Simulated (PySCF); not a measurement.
Telling isomers of C7H9NSi apart by NMR

Calculated, not measured (PySCF): GIAO PBE0/pcSseg-1 shieldings, geometry: GFN2-xTB. Relativity neglected, in vacuum, single conformer, equivalent nuclei averaged.

Referencing at the same level of theory: TMS for 1H and 13C. Where no couplings were computed, multiplicities follow the n + 1 count of equivalent neighbours, and m marks all less simple cases (inequivalent or close neighbours, rings, F or P nearby). Shifts are as computed. Against solution values, carbons near 30 ppm lie about +3 ppm off and those near 130 ppm about +5 ppm. Of 1211 compounds with measured shifts, 218 miss one by over three times the rms of a fit or turn the order of signals round; such compounds aren't used in these exercises.

(1) Tabulate the signals of `c1ccc([C@@H]2C[SiH2]2)nc1`, `N#CC1=C[SiH2][C@H]2C[C@@H]1C2`, `C#CC[Si@H]1C[C@@H](C#N)C1`, `c1cc([SiH]2CC2)ccn1`, `C#C[Si@]1(C)C[C@H](C#N)C1` and their relative energies.

(2) What is the quickest way to tell N#CC1=C[SiH2][C@H]2C[C@@H]1C2 from c1cc([SiH]2CC2)ccn1?

(3) What is the quickest way to tell C#CC[Si@H]1C[C@@H](C#N)C1 from c1cc([SiH]2CC2)ccn1?

(4) What is the quickest way to tell N#CC1=C[SiH2][C@H]2C[C@@H]1C2 from C#CC[Si@H]1C[C@@H](C#N)C1?

Answers

(1) 
| SMILES | carbon types | δC | δH | E rel. (kcal/mol) |
| --- | --- | --- | --- | --- |
| c1ccc([C@@H]2C[SiH2]2)nc1 | 1×C 5×CH 1×CH2 | 172.5, 155.2, 141.7, 124.8, 122.3, 20.5, 8.3 | 8.59 (d, 1H), 7.73 (m, 1H), 7.34 (d, 1H), 6.96 (m, 1H), 2.93 (m, 1H), 2.68 (m, 1H), 2.28 (m, 1H), 2.03 (m, 1H), 1.20 (m, 1H) | 0.0 |
| N#CC1=C[SiH2][C@H]2C[C@@H]1C2 | 2×C 3×CH 2×CH2 | 151.6, 143.9, 123.5, 40.3, 36.5, 16.9 | 6.98 (t, 1H), 4.60 (m, 2H), 2.74 (m, 2H), 2.73 (m, 1H), 1.89 (m, 1H), 1.77 (m, 2H) | 12.4 |
| C#CC[Si@H]1C[C@@H](C#N)C1 | 2×C 2×CH 3×CH2 | 129.1, 82.2, 74.6, 22.5, 17.8, 6.9 | 4.97 (m, 1H), 2.91 (m, 1H), 2.09 (m, 2H), 1.99 (m, 2H), 1.85 (m, 2H), 1.32 (t, 1H) | 37.4 |
| c1cc([SiH]2CC2)ccn1 | 1×C 4×CH 2×CH2 | 154.6, 148.7, 133.2, 0.4 | 8.88 (d, 2H), 7.37 (d, 2H), 3.58 (m, 1H), 0.97 (m, 2H), 0.86 (m, 2H) | 0.4 |
| C#C[Si@]1(C)C[C@H](C#N)C1 | 2×C 2×CH 2×CH2 1×CH3 | 129.4, 106.9, 89.7, 25.5, 17.1, 1.1 | 2.92 (m, 1H), 2.27 (s, 1H), 2.04 (m, 2H), 1.94 (m, 2H), 0.47 (s, 3H) | 24.1 |

Energies are electronic energies at PBE0/pcSseg-1 on these geometries, without zero-point or thermal terms, each for the one conformer computed, which needn't be the lowest.

(2) Count the carbon signals: 6 against 4. The first has an allylic sp3 CH at 40.3 ppm, the second a three-membered-ring carbon (CH2) at 0.4 ppm. Their most deshielded carbons lie at 151.6 and 154.6 ppm. In the proton spectra the most deshielded non-exchanging signals are 6.98 (t, 1H) and 8.88 (d, 2H).

(3) Count the carbon signals: 6 against 4. The first has an alkyne carbon (C) at 82.2 ppm, the second an aromatic CH next to a ring nitrogen at 154.6 ppm. Their most deshielded carbons lie at 129.1 and 154.6 ppm. In the proton spectra the most deshielded non-exchanging signals are 4.97 (m, 1H) and 8.88 (d, 2H).

(4) Both give the same number of carbon signals, but DEPT or the intensities differ. The first has an alkene CH at 143.9 ppm, the second an alkyne carbon (C) at 82.2 ppm. Their most deshielded carbons lie at 151.6 and 129.1 ppm. In the proton spectra the most deshielded non-exchanging signals are 6.98 (t, 1H) and 4.97 (m, 1H).
